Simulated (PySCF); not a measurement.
(3Z)-hexa-1,3-dien-5-yne (C₆H₆), SMILES C#C/C=C\C=C.

Geometry: B3LYP-D3(BJ)/def2-SVP. The values are those of a single conformer.

Computed with B3LYP/def2-TZVP (PySCF).

Symmetry labels are those of the subgroup Cs that the program uses (full group Cs).

List the valence orbital energies around the gap with their symmetry. (An estimate is asked for; the answer gives what the named calculation found.)


```
orbital  symmetry  energy (eV)
-------  --------  -----------
HOMO−7         A'       -13.27
HOMO−6         A'       -11.35
HOMO−5         A'       -11.21
HOMO−4         A'        -9.92
HOMO−3         A"        -9.79
HOMO−2         A"        -8.29
HOMO−1         A'        -7.76
HOMO           A"        -6.36
LUMO           A"        -1.79
LUMO+1         A'         0.55
LUMO+2         A"         0.64
LUMO+3         A'         1.66
```
